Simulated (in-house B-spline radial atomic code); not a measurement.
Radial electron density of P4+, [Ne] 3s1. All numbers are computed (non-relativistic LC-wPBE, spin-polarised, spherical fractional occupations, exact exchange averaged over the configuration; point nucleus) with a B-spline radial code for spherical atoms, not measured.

Columns: r (bohr), 4πr²n(r) (electrons per bohr), bar.

```
 0.00387    0.367 #
 0.00462   0.5113 #
 0.00551   0.7081 ##
 0.00659   0.9806 ###
 0.00786    1.343 ###
 0.00939     1.83 #####
  0.0112    2.466 ######
  0.0134    3.305 #########
   0.016    4.359 ###########
  0.0191    5.661 ###############
  0.0228    7.223 ###################
  0.0272    9.015 #######################
  0.0325    10.99 ############################
  0.0388       13 ##################################
  0.0464    14.85 ######################################
  0.0554    16.27 ##########################################
  0.0661       17 ############################################
   0.079    16.84 ############################################
  0.0943    15.79 #########################################
   0.113    14.05 ####################################
   0.135    12.23 ################################
   0.161    10.99 ############################
   0.192    10.84 ############################
   0.229    11.91 ###############################
   0.274    13.78 ####################################
   0.327    15.39 ########################################
    0.39    15.76 #########################################
   0.466    14.32 #####################################
   0.556    11.35 #############################
   0.664    7.722 ####################
   0.793    4.518 ############
   0.947    2.402 ######
    1.13    1.384 ####
    1.35    1.006 ###
    1.61   0.7939 ##
    1.93   0.5253 #
     2.3   0.2662 #
    2.75  0.09538 
    3.28  0.02343 
    3.92  0.00356 
    4.68 0.0003194 
    5.59 1.438e-05
```

On this grid the curve has 2 maxima, near 0.0661, 0.39 bohr.

The 2p down radial function P(r) = rR(r), positive near the nucleus:

```json
{"r (bohr)": "0.00387", "P": "0.001565"}
{"r (bohr)": "0.00551", "P": "0.003135"}
{"r (bohr)": "0.00786", "P": "0.006267"}
{"r (bohr)": "0.0112", "P": "0.01241"}
{"r (bohr)": "0.016", "P": "0.02445"}
{"r (bohr)": "0.0228", "P": "0.04722"}
{"r (bohr)": "0.0325", "P": "0.08938"}
{"r (bohr)": "0.0464", "P": "0.1648"}
{"r (bohr)": "0.0661", "P": "0.2909"}
{"r (bohr)": "0.0943", "P": "0.4874"}
{"r (bohr)": "0.135", "P": "0.761"}
{"r (bohr)": "0.192", "P": "1.068"}
{"r (bohr)": "0.274", "P": "1.321"}
{"r (bohr)": "0.39", "P": "1.378"}
{"r (bohr)": "0.556", "P": "1.153"}
{"r (bohr)": "0.793", "P": "0.7253"}
{"r (bohr)": "1.13", "P": "0.312"}
{"r (bohr)": "1.61", "P": "0.07962"}
{"r (bohr)": "2.3", "P": "0.009451"}
```
